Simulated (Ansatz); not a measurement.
Wavefunction ladder for CH8O4Si2 (`CO[SiH2]O[SiH](O)O`)

Z-matrix (Å, degrees):
```
C
O 1 1.412
H 1 1.090 2 108.3
H 1 1.095 2 111.2 3 -119.2
H 1 1.095 2 111.3 3 119.2
Si 2 1.652 1 122.9 3 -175.5
O 6 1.619 2 105.9 1 176.6
H 6 1.485 2 109.4 1 56.9
H 6 1.484 2 109.9 1 -64.2
Si 7 1.644 6 139.6 2 -3.6
O 10 1.627 7 111.4 6 136.2
O 10 1.633 7 108.0 6 15.1
H 10 1.471 7 108.3 6 -108.1
H 11 0.959 10 117.7 7 -79.7
H 12 0.965 10 114.3 7 -16.7
```

The species carries charge 0 and has multiplicity 1. The geometry is a stationary point of PBE0-D4/def2-TZVP. It is one conformer, not always the lowest. Frozen core, restricted reference, the Gaussian-basis code of Ansatz. CBS rows extrapolate triple and quadruple zeta; past MP2 they add the triple-zeta difference.

```tsv
basis	HF (Eh)	MP2 corr.
def2-TZVPP	-920.28783	-1.36126
def2-QZVPP	-920.32441	-1.46994
```

Estimate the CCSD correlation energy and the (T) correction in each basis where they were run (hartree).


```csv
basis,CCSD corr.,(T)
def2-TZVPP,-1.40239,-0.04950
CBS(def2),-1.59158,as TZ
```
